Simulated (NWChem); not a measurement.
System: ammonium (NH4 cation); SMILES [NH4+]

NWChem printed, in part:

```
             Northwest Computational Chemistry Package (NWChem) 7.3.0
             --------------------------------------------------------

 TD  symmetry detected

                             Geometry "geometry" -> ""
                             -------------------------

 Output coordinates in angstroms (scale by  1.889725989 to convert to a.u.)

  No.       Tag          Charge          X              Y              Z
 ---- ---------------- ---------- -------------- -------------- --------------
    1 N                    7.0000     0.00000000     0.00000000     0.00000000
    2 H                    1.0000    -0.59096200    -0.59096200    -0.59096200
    3 H                    1.0000     0.59096200     0.59096200    -0.59096200
    4 H                    1.0000    -0.59096200     0.59096200     0.59096200
    5 H                    1.0000     0.59096200    -0.59096200     0.59096200

 Effective nuclear repulsion energy (a.u.)      16.3752187520

      Symmetry information
      --------------------

 Group name              Td
 Group number             42
 Group order              24
 No. of unique centers     2

                                 NWChem DFT Module
                                 -----------------

 Summary of "ao basis" -> "ao basis" (spherical)
 ------------------------------------------------------------------------------
       Tag                 Description            Shells   Functions and Types
 ---------------- ------------------------------  ------  ---------------------
 N                         def2-tzvp                11       31   5s3p2d1f
 H                         def2-tzvp                 4        6   3s1p

      Symmetry analysis of basis
      --------------------------

        a1         10
        a2          0
        e           6
        t1          6
        t2         33

            General Information
            -------------------
          SCF calculation type: DFT
          Wavefunction type:  closed shell.
          No. of atoms     :     5
          No. of electrons :    10
           Alpha electrons :     5
            Beta electrons :     5
          Charge           :     1
          Spin multiplicity:     1
          Use of symmetry is: on ; symmetry adaption is: on
          Maximum number of iterations: 200
          AO basis - number of functions:    55
                     number of shells:    27
          Convergence on energy requested:  1.00D-06
          Convergence on density requested:  1.00D-05
          Convergence on gradient requested:  5.00D-04

              XC Information
              --------------
                    Becke 1988 Exchange Functional  1.000
              Lee-Yang-Parr Correlation Functional  1.000

             Grid Information
             ----------------
          Grid used for XC integration:  medium
          Radial quadrature: Mura-Knowles
          Angular quadrature: Lebedev.
          Tag              B.-S. Rad. Rad. Pts. Rad. Cut. Ang. Pts.
          ---              ---------- --------- --------- ---------
          N                   0.65       49           6.0       434
          H                   0.35       45           7.0       434
          Grid pruning is: on
          Number of quadrature shells:    94
          Spatial weights used:  Erf1

      Superposition of Atomic Density Guess
      -------------------------------------

 Sum of atomic energies:         -56.31078862

 Renormalizing density from      11.00 to     10

      Non-variational initial energy
      ------------------------------

 Total energy =     -53.157161
 1-e energy   =     -97.511947
 2-e energy   =      27.979567
 HOMO         =      -1.187411
 LUMO         =      -0.288598

      Symmetry analysis of molecular orbitals - initial
      -------------------------------------------------

  Numbering of irreducible representations:

     1 a1          2 a2          3 e           4 t1          5 t2

  Orbital symmetries:

     1 a1          2 a1          3 t2          4 t2          5 t2
     6 a1          7 t2          8 t2          9 t2         10 t2
    11 t2         12 t2         13 a1         14 t2         15 t2

 ----------------------------------------------
         Quadratically convergent ROKS

 Convergence threshold     :          5.000E-04
 Maximum no. of iterations :          200
 Final Fock-matrix accuracy:          1.000E-08
 ----------------------------------------------

              iter       energy          gnorm     gmax       time
             ----- ------------------- --------- --------- --------
                 1      -56.6940988803  2.20D+00  5.96D-01      0.4
                 2      -56.8839364618  5.35D-01  1.77D-01      0.5
                 3      -56.8936771519  1.21D-01  5.43D-02      0.7
                 4      -56.8940250469  4.88D-03  3.34D-03      1.0
                 5      -56.8940257888  8.25D-05  2.47D-05      1.3

         Total DFT energy =      -56.894025788783
      One electron energy =     -105.013741771951
           Coulomb energy =       39.859151043395
    Exchange-Corr. energy =       -8.114653812201
 Nuclear repulsion energy =       16.375218751974

 Numeric. integr. density =       10.000005481801

                       DFT Final Molecular Orbital Analysis
                       ------------------------------------

[...]

                         DFT ENERGY GRADIENTS

    atom               coordinates                        gradient
                 x          y          z           x          y          z
   1 N       0.000000   0.000000   0.000000    0.000000   0.000000   0.000000
   2 H      -1.116756  -1.116756  -1.116756    0.004106   0.004106   0.004106
   3 H       1.116756   1.116756  -1.116756   -0.004106  -0.004106   0.004106
   4 H      -1.116756   1.116756   1.116756    0.004106  -0.004106  -0.004106
   5 H       1.116756  -1.116756   1.116756   -0.004106   0.004106  -0.004106
```

Level: BLYP/def2-TZVP. The geometry was optimised at PBE0-D3(BJ)/def2-TZVP.

Task: Write an input that gives this output.

Result: One answer among several that fit: the input that was run:
```
start job
memory heap 200 mb stack 900 mb global 1100 mb
charge 1
geometry units angstroms noautoz
  N      0.000000     0.000000     0.000000
  H     -0.590962    -0.590962    -0.590962
  H      0.590962     0.590962    -0.590962
  H     -0.590962     0.590962     0.590962
  H      0.590962    -0.590962     0.590962
end
basis spherical
  * library def2-tzvp
end
dft
  xc becke88 lyp
  iterations 200
  cgmin
end
task dft gradient
```
